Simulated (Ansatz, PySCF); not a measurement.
CH7Cl2NSi2, SMILES [Si](Cl)(N[SiH3])(Cl)C. Atoms are numbered in the order given.

```xyz
13

C      1.7922    -0.7962    -0.7501
Si     0.4224     0.0362     0.1747
Cl     0.3052     1.9981    -0.4888
Cl     0.8514     0.1040     2.1955
N     -1.0920    -0.7634     0.0355
Si    -1.9174    -1.2942    -1.4108
H      1.9177    -1.8286    -0.3911
H      2.7345    -0.2490    -0.6024
H      1.5729    -0.8190    -1.8283
H     -1.6456    -0.7459     0.8894
H     -0.9263    -1.2270    -2.5234
H     -2.4018    -2.6989    -1.2559
H     -3.0926    -0.4340    -1.7455
```

Geometry optimised at PBE0-D3(BJ)/def2-SVP. Other conformers were not sampled.

Vertical ionisation energy (IE) and electron affinity (EA) in eV. Rows of orbital energies are one-electron estimates. Where ΔSCF, EOM or ADC give a negative EA the extra electron is unbound and the value depends on the basis.

```tsv
level	IE	EA
−ε(HOMO), −ε(LUMO), r2SCAN/def2-TZVP (PySCF)	6.93	0.38
−ε(HOMO), −ε(LUMO), PBE/def2-TZVP (PySCF)	6.61	0.82
ΔSCF, PBE0/def2-SVPD (Ansatz), final states of multiplicity 2 and 2	…	…
ΔSCF, PBE/def2-SVPD (Ansatz), final states of multiplicity 2 and 2	9.43	-0.79
```

**Question.** Some entries are withheld; supply them. (The exact figures need the calculation; the answer reports its results.)

**Answer.** 
- ΔSCF, PBE0/def2-SVPD (Ansatz, a quantum-chemistry and plane-wave program), final states of multiplicity 2 and 2, IE: 9.84
- ΔSCF, PBE0/def2-SVPD (Ansatz), final states of multiplicity 2 and 2, EA: -1.04

**Question.** What vertical singlet–triplet gap does ΔSCF give with PBE0/def2-SVPD (Ansatz) and with PBE/def2-SVPD (Ansatz)? (Estimate from the structure and the level; the computed values follow.)

**Answer.** 6.20 and 5.76 eV (triplet above singlet where positive).
